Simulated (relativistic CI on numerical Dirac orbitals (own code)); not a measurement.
**How well does a small relativistic CI reproduce Se⁶⁺?**

Calculated at this level of theory: Dirac-Coulomb-Breit CI, KLI orbitals optimised for each configuration, model QED (radiative potential, 1s self-energy scaled to tabulated hydrogen-like ionisation energies), unscaled Slater integrals (own radial code, finite nucleus).

Configuration list (outside the closed core [Ar]): 3d¹⁰, 3d⁹4s, 3d⁹4p, 3d⁹4d, 3d⁹5s, 3d⁹5p, 3d⁹4f, 3d⁸4s², 3d⁹5d, 3d⁹6s, 3d⁹6p, 3d⁹5f, 3d⁹5g, 3d⁹6d, 3d⁸4s4p, 3d⁹6f, 3d⁸4p², 3d⁸4s4d, 3d⁸4p4d. Levels of other configurations are missing.

| Configuration | Term (tabulated) | J | Measured (cm⁻¹) | Computed | Error | Purity (%) |
| --- | --- | --- | --- | --- | --- | --- |
| 3d¹⁰ | 1S | 0 | 0.0 | 0 | 0 | 100 |
| 3d⁹4p | 3P° | 1 | 565700.0 | 556125 | -9575 | 95 |
| 3d⁹4f | 3P° | 1 | 904500.0 | 890419 | -14081 | 91 |
| 3d⁹4f | 1P° | 1 | 909100.0 | 905521 | -3579 | 87 |
| 3d⁹4f | 3D° | 1 | 917300.0 | 895622 | -21678 | 82 |
| 3d⁹5f | 1P° | 1 | 1033500.0 | 1027712 | -5788 | 83 |
| 3d⁹6f | 1P° | 1 | 1101000.0 | 1094111 | -6889 | 77 |

Measured levels from Moore, Atomic Energy Levels, vol. II, NSRDS-NBS 35 (1971 reprint of NBS Circular 467, 1952); pairs were made by configuration, J and term (by order where the table uses no LS term), so strongly mixed levels may be paired wrongly. The analysis dates from before 1960.

Mean error by configuration (cm⁻¹): 3d⁹4p -9575; 3d⁹4f -13112; 3d⁹5f -5788; 3d⁹6f -6889. Over the excited levels the mean absolute error is 10265 cm⁻¹ (6 of the 9 excited levels that our extract of the source holds in range could be paired, and the others can miss by more), and the median relative error of those above 1,000 cm⁻¹ is 1.1 %.
